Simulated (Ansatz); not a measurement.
`CBN[SiH3]` and `CBN` differ in one atom or group.

Ansatz, PBE0-D4/def2-TZVP geometries, multiplicity 1. Each molecule was computed in one conformer, which needn't be the lowest.

```
                                                                                  property  `CBN[SiH3]`
                                                     LUMO energy (ωB97M-V/def2-TZVPP) / eV         1.88
                                                         LUMO energy (PBE/def2-TZVPP) / eV        -0.83
                                            zero-point energy (PBE0-D4/def2-TZVP) / kJ/mol        241.0
                                                        HOMO energy (PBE0/def2-TZVPP) / eV        -8.25
ideal-gas entropy at 298 K and 1 bar (rigid rotor, harmonic PBE0-D4/def2-TZVP) / J/(mol·K)          331
                                            size of the dipole moment (PBE/def2-TZVPP) / D         0.75
```

Question: Give the same properties after the change, and the shifts. (Best estimate.)

Answer: Computed: 
| property | `CBN` | shift |
| --- | --- | --- |
| LUMO energy (ωB97M-V/def2-TZVPP) / eV | 2.29 | 0.41 |
| LUMO energy (PBE/def2-TZVPP) / eV | -0.18 | 0.65 |
| zero-point energy (PBE0-D4/def2-TZVP) / kJ/mol | 201.4 | -39.6 |
| HOMO energy (PBE0/def2-TZVPP) / eV | -8.32 | -0.07 |
| ideal-gas entropy at 298 K and 1 bar (rigid rotor, harmonic PBE0-D4/def2-TZVP) / J/(mol·K) | 274 | -57 |
| size of the dipole moment (PBE/def2-TZVPP) / D | 1.62 | 0.87 |

With PBE0 the HOMO falls by 0.07 eV and the LUMO rises by 0.68 eV, so the gap widens by about 0.75 eV. PBE moves the HOMO by 0.02 eV and ωB97M-V by -0.17 eV. The zero-point energy changes by -39.6 kJ/mol with -9 modes. Dipoles are sizes alone; their direction can turn.
